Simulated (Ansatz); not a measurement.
`[CH3][GeH2][GeH3]` + H₂S → `[CH3][GeH2][SH]` + GeH₄ at 700 K and 1 bar (cleavage of the Ge–Ge bond).

Gas-phase electronic energies from Ansatz, PBE0-D4/def2-TZVP geometries. CBS: MP2 limit from def2 TZ/QZ plus the TZ coupled-cluster correction, frozen cores. This one scheme is used for every species. For Ge outer-core shells are correlated without core-valence functions, which leaves a few kJ/mol of doubt a bond. Scalar relativity is left out up to krypton. One conformer a species, not always the lowest.

| species | CCSD(T)/CBS energy (Eh) | H − E (kJ/mol) | S (J/(mol·K)) |
| --- | --- | --- | --- |
| `[CH3][GeH2][GeH3]` | -4195.09161 | 278.6 | 476.7 |
| H₂S | -398.97279 | 64.8 | 236.9 |
| `[CH3][GeH2][SH]` | -2515.57584 | 228.8 | 427.7 |
| GeH₄ | -2078.49493 | 112.9 | 267.3 |

H − E and S are ideal-gas, rigid-rotor, harmonic terms from PBE0-D4/def2-TZVP, for one conformer and one mirror image of each species. 1 Eh = 2625.50 kJ/mol, R = 8.31446 J/(mol·K).

**Question.** By hand: ΔE, ΔH, ΔS and ΔG.

**Answer.** ΔE = (-2515.57584) + (-2078.49493) − (-4195.09161) − (-398.97279) = -0.00637 Eh = -16.7 kJ/mol. Δ(H − E) = 228.8 + 112.9 − 278.6 − 64.8 = -1.7, so ΔH = -18.4 kJ/mol. ΔS = 427.7 + 267.3 − 476.7 − 236.9 = -18.6 J/(mol·K). ΔG = -18.4 − 700 × (-18.6)/1000 = -5.4 kJ/mol.

**Question.** By hand: the equilibrium constant, and the temperature at which ΔG would vanish if ΔH and ΔS stayed fixed.

**Answer.** log₁₀ K = −ΔG/(RT ln 10) = 0.4. ΔG = 0 at ΔH/ΔS = 989 K, though so small a ΔS makes that figure unsure.

TΔS isn't small against ΔH here. The sign of ΔG lies within the doubt. A doubt of 5 kJ/mol in ΔE shifts log₁₀ K by 0.4 here. Other conformers and mirror images would add mixing entropy, several J/(mol·K) or more a flexible species. These are equilibria of isolated gas molecules and say nothing of rates. Largest T1 diagnostic: 0.012 (customary marks: 0.02 for closed shells, 0.045 for open ones).
